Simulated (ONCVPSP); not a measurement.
What one change does to a pseudopotential (strontium, ONCV)

ONCVPSP 4.0.1 input, shortened (lines: element, Z, core and valence counts, functional; n l f; lmax; l rc ep ncon nbas qcut; lloc lpopt rc5 dvloc0; l nproj debl; icmod fcfact rcfact), PBE, scalar-relativistic:

```
  Sr 38.00    6    3        4      upf
    1    0    2.00
    2    0    2.00
    2    1    6.00
    3    0    2.00
    3    1    6.00
    3    2   10.00
    4    0    2.00
    4    1    6.00
    5    0    2.00
    2
    0    1.85    0.00    3    7    5.40
    1    2.20    0.00    3    6    7.90
    2    1.85    0.31    4    8    4.60
    2    5    1.85    0.00
    0    2    0.70
    1    2    1.50
    2    0    2.40
    3    4.75    1.25
```

In the d channel the program set the typed energies aside and used 0.050 Ha.

All-electron outer shells of the reference configuration (PBE, scalar-relativistic, ld1.x):

```json
{"shell": "4s", "level (eV)": "-40.90", "outermost node (bohr)": "0.59", "outermost maximum (bohr)": "1.19"}
{"shell": "4p", "level (eV)": "-22.82", "outermost node (bohr)": "0.61", "outermost maximum (bohr)": "1.33"}
{"shell": "5s", "level (eV)": "-3.53", "outermost node (bohr)": "1.65", "outermost maximum (bohr)": "3.72"}
```

Change: p: qcut 12.1.

Cutoffs: the cutoffs (Ha) at which the residual kinetic energy of the hardest occupied pseudo-wave falls to 1 and 0.1 mHa per electron; they do not see the model core or the augmentation charge, which bear on the density cutoff. Errors are all-electron minus pseudo energies relative to the spin-unpolarised reference configuration.

Task: What does the change do?

Result: The potential gets harder (11 Ha and 16 Ha → 13 Ha and 18 Ha); the bound ghost in p disappears; the errors of the 4 common tests hardly move; the range in which the p phases agree narrows (upper end at the end of the scan → 1.4). The waves are optimised to have the least kinetic energy above qcut, so the cutoff follows it (qcut²/2 in Ha).

```csv
quantity,base,changed
"cutoff, loose",11 Ha,13 Ha
"cutoff, tight",16 Ha,18 Ha
loose cutoff by channel,"s 11 Ha, p 10 Ha","s 11 Ha, p 13 Ha"
bound ghosts,p,none
GHOST(+) flags under 300 eV,none,none
"error for 4s2 4p6 5s1, meV [ΔE 5.89 eV]",-0.6,-0.6
"error for 4s2 4p6 5s0, meV [ΔE 16.89 eV]",-2.5,-2.5
"error for 4s2 4p6 5s1.5, meV [ΔE 2.34 eV]",-0.2,-0.2
"error for 4s2 4p6 4d1 5s0, meV [ΔE 7.65 eV]",-9.4,-8.2
s: phases at 1.88 bohr within 0.05 rad from the reference energy up to (Ha; the scan ends near 5),1.6,1.6
p: phases at 2.23 bohr within 0.05 rad from the reference energy up to (Ha; the scan ends near 5),to the end of the scan,1.4
d: phases at 1.88 bohr within 0.05 rad from the reference energy up to (Ha; the scan ends near 5),3.5,3.5
"rms error of d²Exc/dni dnj with the model core, mHa",0.60,0.64
```

 A true bound ghost makes a file unfit for plane-wave use even where its test errors are small: the radial tests pick states by their node count and pass the ghost by.
